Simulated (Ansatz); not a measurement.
CH3GaOS. The species carries charge 0 and has multiplicity 1. The bonds changed during the relaxation, so this is another structure than the one it started from.

Cartesian coordinates in Å:
```
S -0.166 2.570 1.493
Ga -0.487 0.317 1.883
C 0.121 -1.318 -0.900
O 0.145 -0.160 -0.576
H 0.165 2.330 0.213
H -0.153 -2.113 -0.184
H 0.375 -1.626 -1.929
```

Task: What are the harmonic wavenumbers in cm⁻¹ at PBE0-D4/def2-TZVP (Ansatz, finite differences of forces, unscaled)? (Best estimate.)

Result: The calculation gave: 26, 76, 100, 179, 206, 238, 339, 517, 1217, 1265, 1518, 1822, 2716, 2946, 3032.

Task: Is this a minimum?

Result: Yes, all 15 modes are real.

Task: Give the ideal-gas thermochemistry at 298.15 K and 1 bar (rigid rotor, harmonic oscillator; point group Cs, symmetry number 1).

Result: Zero-point energy 96.9 kJ/mol; H(298) − E = 119.1 kJ/mol; entropy 375.7 J/(mol·K), of which translation 169.8, rotation 115.1, vibration 90.8; G(298) − E = 7.0 kJ/mol. Modes under 100 cm⁻¹ are hindered rotations or soft bends, so the harmonic entropy is rough.

Task: Rotational constants (cm⁻¹)?

Result: 0.1787, 0.06369, 0.04695.
